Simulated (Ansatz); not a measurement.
CH4Si, SMILES C=[SiH2] (connectivity only; charge and spin as stated), charge -1, multiplicity 2.

Geometry: PBE-D3(BJ)/def2-TZVPD. The spin state was assumed, not searched.

Two levels are set side by side: PBE/def2-TZVPD (Ansatz, a quantum-chemistry and plane-wave program) and PBE0/def2-TZVPD (Ansatz). Energy differences of separate SCF runs at the same geometry; the states with an electron removed or added have multiplicity 1. Differences are taken from unrounded values.

```
quantity                         PBE0
-------------------------------  ----
vertical ionisation energy (eV)  0.92
```

Task: What does PBE give, and how far is it from PBE0? (An estimate is asked for; the answer gives what the named calculation found.)

Result: 
| quantity | PBE | PBE minus PBE0 |
|---|---|---|
| vertical ionisation energy (eV) | 0.79 | -0.13 |
